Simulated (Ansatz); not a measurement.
`C[Se][SiH2]F` + `[OH]`• → `C[Se][SiH]F`• + H₂O  (hydrogen abstraction from the Si–H bond)

Calculated with Ansatz (gas phase, PBE0-D4/def2-TZVP geometries, no zero-point term in ΔE). CCSD(T)/CBS adds triple-zeta CCSD(T) − MP2 to the extrapolated MP2 energy (def2 sets, frozen cores). This one scheme is used for every species. DFT in def2-TZVPP. No spin–orbit coupling; open shells (•) take unrestricted orbitals. For Se outer-core shells are correlated without core-valence functions, which leaves a few kJ/mol of doubt a bond. Scalar relativity is left out up to krypton. One conformer a species, not always the lowest.

`C[Se][SiH2]F`:

Cartesian coordinates in Å:
```
C -0.578 -1.340 -0.597
Se 1.152 -0.439 -0.805
Si 0.577 1.270 0.554
F 1.811 2.281 0.614
H -0.742 -1.619 0.442
H -1.386 -0.706 -0.959
H -0.524 -2.239 -1.208
H -0.605 1.998 0.028
H 0.295 0.793 1.931
```

`[OH]`•:

```xyz
2

O     0.423   -0.241    0.011
H    -0.423    0.241   -0.011
```

`C[Se][SiH]F`•:

Cartesian coordinates in Å:
```
C 1.010 1.028 0.073
Se 0.786 -0.759 -0.699
Si -1.151 -1.307 0.308
F -2.360 -0.330 -0.106
H 0.165 1.658 -0.195
H 1.114 0.956 1.153
H 1.923 1.432 -0.360
H -1.490 -2.677 -0.175
```

H₂O:

Cartesian coordinates in Å:
```
O 0.277 -0.214 0.170
H -0.532 0.116 0.567
H 0.255 0.098 -0.737
```

| species | revPBE energy (Eh) |
| --- | --- |
| `C[Se][SiH2]F` | -2831.84634 |
| `[OH]`• | -75.74433 |
| `C[Se][SiH]F`• | -2831.20685 |
| H₂O | -76.44013 |

Q: Work out ΔE.

A: ΔE = (-2831.20685) + (-76.44013) − (-2831.84634) − (-75.74433) = -0.05631 Eh = -147.8 kJ/mol. CCSD(T)/CBS gives -130.8 kJ/mol.

Largest T1 diagnostic among the species: 0.013.

In def2-TZVPP, CCSD(T) changes the Hartree–Fock value by −73.6 kJ/mol (the triples alone add −7.8 kJ/mol) and MP2 by −96.7 kJ/mol. Leaving LDA and LC-ωPBE aside and taking each functional with its dispersion term where it has one, the values, not all of them listed here, spread over 54.7 kJ/mol, from PBE-D4 to BHLYP-D4. LDA lies −37.1 kJ/mol from PBE without D4.
